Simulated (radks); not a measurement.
The numbers below are computed, except where a source is named.
Q: These are the eigenvalues of the occupied orbitals of an atom or ion with whole-number occupations (eV). Code: a radial shooting solver on a logarithmic mesh with Libxc functionals. Model: Dirac Kohn-Sham, PBE, spin-unpolarised, spherical densities, point nucleus.

| orbital | eigenvalue |
|---|---|
| 1s1/2 | -20889.07 |
| 2s1/2 | -3006.043 |
| 2p1/2 | -2774.257 |
| 2p3/2 | -2656.003 |
| 3s1/2 | -548.9819 |
| 3p1/2 | -459.9238 |
| 3p3/2 | -440.1439 |
| 3d3/2 | -282.6632 |
| 3d5/2 | -278.8605 |
| 4s1/2 | -103.4831 |
| 4p1/2 | -77.2828 |
| 4p3/2 | -74.2717 |
| 4d3/2 | -35.2591 |

Which element is it, and in what charge state? The configuration may be excited. Open shells, if any, fill j = l - 1/2 first.

A: Z = 43, technetium, charge +3: Tc3+ in [Kr] 4d4. The list shows which subshells hold electrons but not how many an open one holds; the 1s level, -767.66 hartree, gives Z - s = 39.2 by -(Z - s)^2/2, which with screening and relativity narrows Z to a few neighbours, and the depths of the outer levels then fix element, charge and occupations together.
